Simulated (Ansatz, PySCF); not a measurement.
Reaction (SMILES): FC(F)(F)C(F)(F)F -> 2 F[C](F)F (the C-C bond at the site shown breaks; other sites are not compared here)
Geometries: B3LYP-D3(BJ)/def2-TZVP minima from Ansatz (a quantum-chemistry and plane-wave program), one conformer each, not searched for the lowest. Frequencies are from Ansatz or PySCF.

Property: bond dissociation energy (enthalpy at 298 K, with B3LYP-D3(BJ) rigid-rotor harmonic-oscillator terms), in kcal/mol. Cores are frozen in the correlated levels unless marked. UHF or UKS for open shells. No spin-orbit coupling. Non-relativistic unless marked X2C. CBS marks a two-point X^-3 extrapolation of the correlation energy; Hartree-Fock from the larger set. The bracket is a focal-point correction in the basis named.

| level | program | bond dissociation energy (kcal/mol) | minus last row |
|---|---|---|---|
| HF/STO-3G | Ansatz | 55.4 | -43.1 |
| HF/cc-pVTZ | Ansatz | 69.5 | -29.0 |
| HF/cc-pVQZ | Ansatz | 68.2 | -30.3 |
| PBE-D4/def2-TZVPD | Ansatz + dftd4 | 89.2 | -9.3 |
| BLYP-D4/def2-TZVPD | Ansatz + dftd4 | 85.3 | -13.2 |
| B97M-V/def2-TZVPD | Ansatz | 96.2 | -2.3 |
| PBE0-D4/def2-TZVP | Ansatz + dftd4 | 91.7 | -6.8 |
| r2SCAN0/def2-TZVPD | Ansatz | 87.7 | -10.8 |
| HSE06/def2-TZVPD | Ansatz | 89.6 | -8.9 |
| CAM-B3LYP-D4/def2-TZVPD | Ansatz + dftd4 | 91.5 | -7.0 |
| B2GP-PLYP-D3(BJ)/def2-TZVPD | Ansatz + dftd3 | 92.9 | -5.6 |
| PBE-QIDH/def2-TZVPD | Ansatz | 94.5 | -4.0 |
| SCS-MP2/aug-cc-pVDZ | Ansatz | 99.3 | 0.8 |
| SCS-MP2/cc-pwCVTZ | Ansatz | 99.3 | 0.8 |
| CCSD/aug-cc-pVDZ | Ansatz | 96.4 | -2.1 |
| CCSD/cc-pVDZ | Ansatz | 93.6 | -4.9 |
| CCSD(T)/cc-pVDZ | Ansatz | 95.1 | -3.4 |
| X2C-CCSD(T)/cc-pVTZ-DK | Ansatz | 97.1 | -1.4 |
| RI-MP2/CBS(cc-pVTZ,cc-pVQZ)+[CCSD(T)-MP2]/cc-pVDZ | Ansatz | 99.1 | 0.6 |
| RI-MP2/CBS(cc-pVTZ,cc-pVQZ)+[CCSD(T)-MP2]/cc-pVTZ | Ansatz | 99.0 | 0.5 |
| RI-MP2/CBS(aug-cc-pVTZ,aug-cc-pVQZ)+[CCSD(T)-MP2]/aug-cc-pVTZ | Ansatz | 98.5 | 0.0 |
